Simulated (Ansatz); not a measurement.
Spin states of the cluster Na₄H₅⁻, each relaxed with PBE-D4/def2-SVPD in Ansatz. Electronic energies in the gas phase.

Correlated methods freeze 4 core orbitals; core or outer-core shells of Na are correlated, in sets that lack core-valence functions. In the triplet, H5 and H9 lie 0.77 Å apart (atoms count from 1), so H2 has formed as a molecule. In the quintet geometry the species has come apart into loosely held pieces. In the quintet, H6 and H9 lie 0.89 Å apart, H5 and H8 lie 0.89 Å apart (atoms count from 1), so H2 has formed as a molecule. The structure comes from a short search, and lower isomers may exist.

Singlet geometry (C4v within 0.1 Å):

| atom | x (Å) | y (Å) | z (Å) |
| --- | --- | --- | --- |
| Na1 | -2.105 | -0.403 | -0.541 |
| Na2 | -0.326 | 2.159 | -0.343 |
| Na3 | 2.070 | 0.417 | 0.645 |
| Na4 | 0.288 | -2.140 | 0.461 |
| H5 | -0.249 | 0.116 | 0.803 |
| H6 | 2.434 | -1.747 | 0.717 |
| H7 | -2.271 | 1.671 | -1.232 |
| H8 | 1.830 | 2.478 | -0.070 |
| H9 | -1.670 | -2.550 | -0.441 |

Triplet geometry (Cs within 0.1 Å):

| atom | x (Å) | y (Å) | z (Å) |
| --- | --- | --- | --- |
| Na1 | 6.672 | 0.304 | 1.862 |
| Na2 | 2.371 | 0.648 | 1.069 |
| Na3 | -1.564 | 0.676 | 0.144 |
| Na4 | -5.330 | -0.457 | -1.650 |
| H5 | -1.342 | -1.656 | -1.608 |
| H6 | -3.498 | 0.514 | -0.454 |
| H7 | 4.348 | 0.490 | 1.439 |
| H8 | 0.378 | 0.801 | 0.715 |
| H9 | -2.033 | -1.320 | -1.515 |

Quintet geometry (Cs within 0.1 Å):

Cartesian coordinates in Å:
```
Na -2.285 -0.838 2.005
Na 1.261 -2.857 0.334
Na 1.366 1.430 1.252
Na -1.043 -0.021 -2.095
H 2.178 -0.253 -1.458
H -1.453 2.172 0.105
H -0.178 -0.625 0.400
H 1.478 -0.343 -0.915
H -1.323 1.335 0.373
```

⟨S²⟩: triplet 2.00 at PBE0-D4/def2-TZVPD (pure 2.00), quintet 6.00 at PBE0-D4/def2-TZVPD (pure 6.00).

Run but left out: GFN1-xTB, GFN2-xTB (tight binding far off the other levels).

Only these spin states were relaxed. The quintet has fallen apart into loose fragments. The triplet has other bonds than the singlet, so the gap mixes isomer and spin. The quintet has other bonds than the singlet, so the gap mixes isomer and spin.

Task: Estimate which spin state lies lowest at each of these levels, and by how much: LDA (SPW92)/def2-TZVPD; PBE-D4/def2-TZVPD; BLYP-D4/def2-TZVPD; r2SCAN-D4/def2-TZVPD; PBE0-D4/def2-TZVPD; r2SCAN0-D4/def2-TZVPD; ωB97X-V/def2-TZVPD; PBE-QIDH/def2-TZVPD; RPA@PBE/def2-TZVPD.

Result: 
```
                 level  triplet − singlet (kJ/mol)  quintet − singlet (kJ/mol)  lowest of these                                               remarks
LDA (SPW92)/def2-TZVPD                       118.4                       248.2          singlet  HOMO above zero (quintet), HOMO above zero (triplet)
     PBE-D4/def2-TZVPD                        75.4                        14.2          singlet  HOMO above zero (quintet), HOMO above zero (triplet)
    BLYP-D4/def2-TZVPD                        65.5                      -189.5          quintet  HOMO above zero (quintet), HOMO above zero (triplet)
  r2SCAN-D4/def2-TZVPD                       100.7                       212.0          singlet                             HOMO above zero (triplet)
    PBE0-D4/def2-TZVPD                        76.7                        51.3          singlet                                                     –
 r2SCAN0-D4/def2-TZVPD                        97.8                       201.8          singlet                                                     –
    ωB97X-V/def2-TZVPD                       122.5                       329.5          singlet                                                     –
   PBE-QIDH/def2-TZVPD                        85.3                       251.8          singlet                                                     –
    RPA@PBE/def2-TZVPD                        83.3                       232.5          singlet                                                     –
```

Change of the quintet − singlet gap on mixing in exact exchange, in kJ/mol: PBE to PBE0 (25 % exact exchange) 37.1; r2SCAN to r2SCAN0 (25 % exact exchange) -10.2.
